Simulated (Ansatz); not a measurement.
Consider the redistribution: `C[S][InH2]` + `B[N](C)[GeH3]` → `C[N]([GeH3])[InH2]` + `BSC`.

Isolated molecules relaxed with PBE0-D4/def2-TZVP in Ansatz; ΔE leaves out vibrations. CCSD(T)/CBS adds triple-zeta CCSD(T) − MP2 to the extrapolated MP2 energy (def2 sets, frozen cores). def2 core potentials past Kr. For Ge, In outer-core shells are correlated without core-valence functions, which leaves a few kJ/mol of doubt a bond. Scalar relativity is left out up to krypton.

```
             species  CCSD(T)/CBS(def2) energy (Eh)
        `C[S][InH2]`                     -628.65181
     `B[N](C)[GeH3]`                    -2198.49616
`C[N]([GeH3])[InH2]`                    -2363.46641
               `BSC`                     -463.64092
```

Q: Work out ΔE.

A: ΔE = (-2363.46641) + (-463.64092) − (-628.65181) − (-2198.49616) = 0.04064 Eh = +106.7 kJ/mol.

Largest T1 diagnostic among the species: 0.015.

From BLYP to BHLYP (50 % exact exchange), in def2-TZVPP and without D4, ΔE moves by +10.6 kJ/mol. Leaving LDA and LC-ωPBE aside and taking each functional with its dispersion term where it has one, the values, not all of them listed here, spread over 14.0 kJ/mol, from revPBE-D4 to BHLYP-D4.
